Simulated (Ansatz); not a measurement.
Species: HGeO, charge 1, singlet. HGeO+ (SMILES [OH+]=[Ge]).
B3LYP-D3(BJ)/def2-TZVP minimum from Ansatz (an electronic-structure program):
```xyz
3

O      0.0000     0.0000    -1.2837
Ge     0.0000     0.0000     0.3913
H      0.0000     0.0000    -2.2512
```
Charge +1, spin multiplicity 1.

Total energies in cc-pVQZ, 10 correlated electrons, 15 frozen orbitals. UHF or UKS for unpaired electrons; spin-orbit terms are left out. Correlated methods leave the cores frozen (noble-gas shells, and filled d and f shells in the p block). No relativity. The T1 diagnostic of HGeO+ ([OH+]=[Ge], singlet) reaches 0.025 in the sets run.

| method | program | energy (Eh) | minus CCSDT(Q) (mEh) |
|---|---|---|---|
| HF | Ansatz | -2150.64858 | 356.22 |
| MP2 | Ansatz | -2150.98427 | 20.53 |
| CCSD | Ansatz | -2150.98923 | 15.57 |
| CCSD(T) | Ansatz | -2151.00372 | 1.08 |
| CCSDT(Q) | Ansatz | -2151.00480 | 0.00 |

Rough core times of Ansatz's runs on a shared machine: CCSD(T) under 20 s, CCSDT(Q) 10 min.
